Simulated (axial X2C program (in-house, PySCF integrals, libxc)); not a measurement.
**CaTe: cheaper levels and CCSD(T), with spin–orbit coupling**

All values were computed with an in-house relativistic program for diatomic molecules. Two-component (2c) means X2C with spin–orbit coupling and atomic mean-field two-electron Coulomb and Gaunt terms. Basis: Te dyall-cv3z [11s12p8d4f1g], Ca dyall-cv3z [11s12p6d4f] (cores contracted in-house); Gaussian nuclei, density fitting, unrestricted open shells. Masses: Te 129.906 u, Ca 39.963 u.

State: Ω = 0 (closed shell); fragments Te + Ca.

```tsv
level	Re (Å)	ωe (cm⁻¹)	De (eV)
HF	2.726	284.8	n/a
MP2	2.750	273.5	2.08
CCSD	2.752	263.8	1.73
```

Correlated methods: 8 electrons correlated (number of frozen shells: Te 4 s, 3 p, 2 d; Ca 3 s, 2 p), 300 virtual spin orbitals or spinors in MP2, 90 natural virtuals in coupled cluster.

CCSD(T), same Hamiltonian and basis:

Re = 2.761 Å, ωe = 260.4 cm⁻¹, De = 1.93 eV; T1 = 0.024 (Lee–Taylor normalisation).

(1) Give the differences from CCSD(T) in the columns below.

The state is one determinant whose occupation by symmetry is held fixed; it was picked as the lowest of a PBE0 search that is not exhaustive. Closed shells are restricted here (equal orbitals for both partners); the stretched side of such a curve lies too high. Dissociation energies refer to the lowest single-determinant-based atoms at the same level and basis. De is not given where an atomic determinant may have missed its ground term or J level, or where the truncated virtual space spoils (T). CCSD and (T) use frozen natural virtuals with an MP2 correction for the truncation; (T) itself is uncorrected, so its De runs slightly low. The outer-core s and p shells of the metal are frozen in the correlated rows, which leaves out core–valence correlation; for alkali and alkaline-earth bonds that tends to lengthen them. With the outer-core shells frozen, correlated bond lengths of heavy atoms tend to come out a few hundredths of an ångström too long.

## Answers

(1) 

```tsv
level	ΔRe (Å)	Δωe (cm⁻¹)	ΔDe (eV)
HF	-0.035	24.4	n/a
MP2	-0.011	13.1	0.15
CCSD	-0.009	3.4	-0.20
```
